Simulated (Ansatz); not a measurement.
Process, species as SMILES: [B]=N (B-NH) → [B-]=N (closed-shell singlet) (an electron is taken up)
B3LYP-D3(BJ)/def2-TZVP geometries, fixed; electronic energies without zero-point terms; positive where energy is released.

Effect of the final integration grid (spheres per factor e of radius in core and valence, angular degree) at PBE0/aug-cc-pVTZ with Ansatz (a program for electronic structure), against the last row, where the adiabatic electron affinity is 1.65 eV. Open shells are unrestricted. The default's grid is 13, 11, 36.

```csv
setting,largest shift of a total energy (mEh),shift of the adiabatic electron affinity (eV)
accuracy: medium (default),0.000,0.000
"final_grid: 4, 3, 11",0.460,0.016
"final_grid: 6, 5, 17",-0.016,-0.001
"final_grid: 8, 7, 23",0.002,0.000
"final_grid: 10, 9, 29",-0.001,0.000
"final_grid: 18, 15, 47",0.000,0.000
"final_grid: 26, 22, 59",0.000,0.000
```

Within 0.005 eV in the adiabatic electron affinity: accuracy: medium (default); final_grid: 6, 5, 17; final_grid: 8, 7, 23; final_grid: 10, 9, 29; final_grid: 18, 15, 47. The largest shift is 0.460 mEh in a total energy and 0.016 eV in the difference.
